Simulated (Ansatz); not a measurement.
Worked example: the barrier

An elementary step of Si₂H₇OF, singlet (Si₂H₅OF ([F][SiH2][O][SiH3]) + H₂ → Si₂H₆O ([SiH3][O][SiH3]) + HF; bonds formed: Si1–H8, F2–H7; bonds broken: Si1–F2, H7–H8). “Start” is the structure reached by relaxing down from the saddle towards the reactants; PBE0-D4/def2-TZVP structures. The saddle:

| atom | x (Å) | y (Å) | z (Å) |
| --- | --- | --- | --- |
| Si1 | -0.2019 | 0.0350 | 1.2633 |
| F2 | 0.5183 | -1.5284 | 0.2811 |
| O3 | -0.3200 | 0.8467 | -0.1343 |
| Si4 | -0.2764 | 0.5275 | -1.7543 |
| H5 | -0.0990 | 1.1434 | 2.2501 |
| H6 | -1.3025 | -0.8396 | 1.7092 |
| H7 | 1.1874 | -1.1077 | 1.1938 |
| H8 | 1.3016 | -0.4511 | 1.8944 |
| H9 | -1.1575 | -0.6178 | -2.0885 |
| H10 | 1.1153 | 0.2424 | -2.1784 |
| H11 | -0.7652 | 1.7497 | -2.4366 |

Computed with Ansatz 0.2.0 (basis: def2-TZVPP and def2-QZVPP); correlated methods freeze the cores.

Energies in eV:

| quantity | saddle | start |
| --- | --- | --- |
| Hartree–Fock, triple zeta (X = 3) | -20581.54896 | -20584.96306 |
| Hartree–Fock, quadruple zeta (X = 4) | -20582.31089 | -20585.74765 |
| MP2 correlation, X = 3 | -21.46531 | -20.76661 |
| MP2 correlation, X = 4 | -23.23347 | -22.51948 |
| CCSD(T) correlation, X = 3 | -23.27106 | -22.58709 |

Work out the barrier at the basis limit: extrapolate Hartree–Fock as E(X) = E∞ + A exp(−7.88 √X) and the MP2 correlation as E(X) = E∞ + B X^−2.97 (the exponents that Neese and Valeev fitted for def2-TZVPP and QZVPP), then add CCSD(T) − MP2 in triple zeta.

Each step is linear, so take the differences first (saddle − start): Hartree–Fock 3.41410 (X = 3) and 3.43676 (X = 4); MP2 correlation -0.69870 and -0.71399; CCSD(T) correlation -0.68397.
Two points give E∞ = E(4) + w [E(4) − E(3)], with w = 1/(exp(7.88 (2 − √3)) − 1) = 0.1377 for Hartree–Fock and w = 1/((4/3)^2.97 − 1) = 0.7407 for the correlation.
Hartree–Fock: 3.43676 + 0.1377 × 0.02266 = 3.4399 eV.
MP2 correlation: -0.71399 + 0.7407 × (-0.01529) = -0.7253 eV.
CCSD(T) − MP2: -0.68397 − (-0.69870) = 0.0147 eV.
Sum: 3.4399 + (-0.7253) + 0.0147 = 2.7293 eV, or 62.94 kcal/mol. Plain CCSD(T) in triple zeta gives 2.7301 eV, so the larger basis shifts the result by -0.0008 eV.

No T1 diagnostic of these runs exceeds 0.013.

Labels in which every atom is bracketed show which atoms are joined, not bond orders.

For scale, one of the runs: CCSD(T)/def2-TZVPP, 244 basis functions, launched by `ansatz run in.yaml --threads 4 --pin off --events-out ev --progress --plain --max-ram 9574MiB`. The run took 120 s on 4 CPU threads of an Arm Neoverse V1 (shared host), with 4.7 GiB of host memory at its peak.
